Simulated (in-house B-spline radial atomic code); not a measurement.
Ionising the rhodium ion Rh²⁺ with different functionals

Computed with a radial B-spline atomic code at the basis-set limit: four-component Dirac-Coulomb Hamiltonian, Fermi nucleus of rms radius 4.4945 fm, spin-restricted, spherical fractional occupations for the functionals. The ionisation energy is the difference of two self-consistent energies, [Kr] 4d7 → [Kr] 4d6, without Breit or QED terms; ε is the level of the shell that loses the electron (mean over j). The electron is taken from both j subshells in proportion to 2j + 1, so the result is a j average, not the step between ground levels.

Hybrids are left out here: with spherical fractional occupations of an open shell their exact exchange keeps a self-interaction that integer-occupation calculations don't have.

```csv
method,rung,ΔSCF (eV),-ε(4d) (eV)
LDA VWN5,LDA,32.74,25.99
relativistic LDA,LDA,32.75,26.00
LDA PW92,LDA,32.74,25.99
LDA exchange-only,LDA,31.18,24.49
PBE,GGA,32.50,25.74
PBEsol,GGA,?,?
BLYP,GGA,32.40,25.65
RPBE,GGA,32.43,25.66
PW91,GGA,?,?
BP86,GGA,32.59,25.84
AM05,GGA,32.48,25.72
OLYP,GGA,32.56,25.75
```

(1) What does PW91 give?

(2) What does PBEsol give?

(3) How do they compare with the NIST value?

Results:

(1) ΔSCF 32.58 eV, and -ε(4d) = 25.81 eV.

(2) ΔSCF 32.49 eV, and -ε(4d) = 25.73 eV.

(3) NIST lists 31.060 eV (semi-empirical, ground level to ground level). Errors run from +0.12 to +1.69 eV. The correlated functionals all miss on the same side by more than they spread, so the cause is common to them (Breit-QED terms, spin polarisation, the choice among j levels, multiplet and fine-structure energies, or a listed next ion that isn't the cheapest removal here) and closeness doesn't rank the functionals.
